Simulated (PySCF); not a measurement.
# Energy of Be²⁺ (beryllium, charge +2) between two integer charges

The 1s beta orbital of 1s2 is emptied in steps (occupation f), with all orbitals relaxed, ending at 1s1. All numbers are calculated (PySCF 2.14, the non-relativistic Hamiltonian (point nucleus), in def2-SVP (3s2p, 9 functions)). The exact energy is a straight line in f; departures are measured from the line between the end points of the same method.

```tsv
f	UHF (eV)
1	0.000
0.75	0.052
0.5	0.063
0.25	0.044
0	0.000
```

```json
{"method": "UHF", "E(f=0) − E(f=1) (eV)": "153.97", "−ε at f=1 (eV)": "154.27", "−ε at f=0.5 (eV)": "153.95"}
```

Orbital energy along the path (eV):

| f | UHF |
| --- | --- |
| 1 | -154.27 |
| 0.75 | -154.09 |
| 0.5 | -153.95 |
| 0.25 | -153.84 |
| 0 | -153.75 |

Reference removal energy between the ground levels: 153.90 eV (theoretical estimate listed by NIST; NIST Atomic Spectra Database, ionization energies). UHF lacks correlation.
